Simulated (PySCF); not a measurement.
Start geometry of 1-cyclohexenyl acetate (`CC(=O)OC1=CCCCC1`) from GFN2-xTB (Å):
```
atom  x, y, z in Å
C1     3.8737   -0.0293   -0.0728
C2     2.4500    0.2583    0.4211
O3     2.1688    0.7245    1.4893
O4     1.5900   -0.1197   -0.4975
C5     0.1810    0.0036   -0.2698
C6    -0.3684    1.1044    0.2538
C7    -1.8276    1.2273    0.4862
C8    -2.5276   -0.1152    0.3949
C9    -2.0700   -0.8693   -0.8179
C10   -0.5873   -1.2043   -0.6873
H11    4.5397    0.6643    0.4274
H12    4.1269   -1.0286    0.1766
H13    3.8701    0.1291   -1.1643
H14    0.2292    1.9486    0.5377
H15   -2.2518    1.9032   -0.2638
H16   -2.0088    1.6984    1.4716
H17   -2.3081   -0.6985    1.2869
H18   -3.6331    0.0326    0.3725
H19   -2.6407   -1.8037   -0.9651
H20   -2.2485   -0.2452   -1.7155
H21   -0.1879   -1.5579   -1.6531
H22   -0.4347   -2.0181    0.0317
```

What comes out of this run: PySCF 2.14.0, PBE0-D3(BJ)/def2-SVP geometry optimisation, gas phase?

```
atom  x, y, z in Å
C1     3.796   -0.471    0.436
C2     2.502    0.279    0.568
O3     2.366    1.320    1.149
O4     1.515   -0.404   -0.047
C5     0.179   -0.046   -0.086
C6    -0.356    1.088    0.386
C7    -1.832    1.352    0.313
C8    -2.647    0.107   -0.017
C9    -1.998   -0.673   -1.151
C10   -0.602   -1.136   -0.756
H11    4.627    0.181    0.729
H12    3.774   -1.350    1.099
H13    3.931   -0.838   -0.590
H14    0.289    1.838    0.838
H15   -2.020    2.140   -0.440
H16   -2.167    1.785    1.271
H17   -2.706   -0.538    0.877
H18   -3.682    0.384   -0.273
H19   -2.615   -1.538   -1.441
H20   -1.926   -0.024   -2.042
H21   -0.033   -1.479   -1.635
H22   -0.655   -2.006   -0.076
```

The energy falls by 20.1 kJ/mol over 18 energy and gradient evaluations, the largest force component goes from 0.0479 to 4.0e-04 Eh/bohr, and the atoms move by 0.323 Å rms after alignment. The bond that changes most is O4–C5 (ends: ester single-bonded oxygen; vinylic carbon bearing oxygen), which shortens by 0.048 Å. Bonds longer at the end by more than 0.005 Å: 11 of 22; shorter: 3. Among the angles that change most is C2–O4–C5, from 120.5° to 126.1°. Among the dihedrals that turn most is C2–O4–C5–C6, from 45° to 6°. Rotational constants go from 3196, 775.4, 668.2 to 3215, 763.0, 635.4 MHz. The orientation of the end geometry is arbitrary; only internal coordinates are fixed.

The run used 200 basis functions and 128 SCF cycles in all. The run took 10 min on one thread, Arm Neoverse N1 (aarch64), on a shared host, and the process peaked at 0.88 GiB of memory.

Stationary, but not proved a minimum. The numbers are those of one conformer.
